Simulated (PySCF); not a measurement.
C6H8FOP.
Atom-mapped SMILES: `[CH:1]#[C:2][P@@:3]1(=[O:4])[CH2:5][C@H:6]([F:7])[C@H:8]1[CH3:9]`

Geometry (GFN2-xTB, Å), atoms numbered from 1 in this order:
```xyz
17
C6H8FOP angstrom
C      2.166    1.491    1.555
C      1.723    0.690    0.777
P      1.163   -0.486   -0.423
O      2.141   -0.858   -1.444
C      0.196   -1.751    0.521
C     -1.072   -0.906    0.324
F     -2.177   -1.656    0.010
C     -0.589   -0.016   -0.838
C     -1.043    1.430   -0.838
H      2.540    2.189    2.248
H      0.457   -1.985    1.549
H      0.135   -2.674   -0.057
H     -1.337   -0.323    1.212
H     -0.846   -0.504   -1.785
H     -0.776    1.915    0.099
H     -2.122    1.485   -0.968
H     -0.565    1.971   -1.653
```

Definitions: NICS(0) = −σiso at the ring centroid; NICS(1) = −σiso and NICS(1)zz = −σzz at ±1 Å along the ring normal z. Level: GIAO PBE0/pcSseg-1 (PySCF, non-relativistic, gas phase) on the GFN2-xTB geometry, one conformer.

Ring bond lengths (Å), with Mayer bond orders in brackets: P3–C5 1.851 (0.94), C5–C6 1.537 (0.99), C6–C8 1.541 (0.94), C8–P3 1.861 (0.87).

Task: What do the NICS probes read (ppm)?

Result: 
```json
{"ring": "P3–C5–C6–C8", "type": "4-membered ring with P; formal bonds all single", "NICS(0)": "-4.4", "NICS(1), two faces": "-1.2 / -5.2", "NICS(1)zz, two faces": "4.4 / -3.4", "rms pucker (Å)": "0.12", "centre to ring atoms, mean (Å)": "1.19"}
```

Task: What can be read from them?

Result: 
- P3–C5–C6–C8: mean NICS(1)zz 0.5 ppm, near zero. P3, C5, C6, C8 have four or more neighbours; no verdict on aromaticity is drawn. The two faces differ by 7.8 ppm, so no symmetry operation interchanges them.

Task: What field does 11.7 T along the ring normal induce along that normal at the second NICS(1) probe listed for ring P3–C5–C6–C8, 1 Å off the ring?

Result: NICSzz × B0 = -3.4 ppm × 11.7 T = -40 μT, against the applied field.

Task: List the ring angles and the Hirshfeld charges of the ring atoms.

Result: 
- P3–C5–C6–C8: P3 78.2° (+0.443 e), C5 89.4° (-0.125 e), C6 99.0° (+0.062 e), C8 88.9° (-0.071 e); sum 355.4° against 360° for a flat convex ring.

Task: What are the shieldings of the ring atoms and their hydrogens in the same run (means over atoms taken as equivalent)?

Result: 
```json
{"atoms": "P3", "environment": "phosphoryl phosphorus", "σ isotropic (ppm)": "354.6", "principal values of the symmetric part, first atom (ppm)": "251.3, 264.0, 548.5"}
{"atoms": "C5", "environment": "sp3 carbon bound to phosphorus", "σ isotropic (ppm)": "136.9", "principal values of the symmetric part, first atom (ppm)": "106.1, 140.1, 164.6"}
{"atoms": "C6", "environment": "sp3 C–F carbon", "σ isotropic (ppm)": "100.3", "principal values of the symmetric part, first atom (ppm)": "66.2, 80.0, 154.6"}
{"atoms": "C8", "environment": "sp3 carbon bound to phosphorus", "σ isotropic (ppm)": "125.6", "principal values of the symmetric part, first atom (ppm)": "93.3, 131.5, 152.0"}
{"atoms": "H11", "environment": "methylene hydrogen", "σ isotropic (ppm)": "28.55", "principal values of the symmetric part, first atom (ppm)": "25.4, 26.6, 33.7"}
{"atoms": "H12", "environment": "methylene hydrogen", "σ isotropic (ppm)": "28.71", "principal values of the symmetric part, first atom (ppm)": "26.0, 27.4, 32.8"}
{"atoms": "H13", "environment": "methine hydrogen", "σ isotropic (ppm)": "27.37", "principal values of the symmetric part, first atom (ppm)": "24.5, 27.7, 29.9"}
{"atoms": "H14", "environment": "methine hydrogen", "σ isotropic (ppm)": "28.46", "principal values of the symmetric part, first atom (ppm)": "26.2, 29.0, 30.2"}
```

Cost: about 1.6 min of CPU time on one thread; the machine was shared, so the figure is rough. This is the whole shielding run at PBE0/pcSseg-1, SCF included.
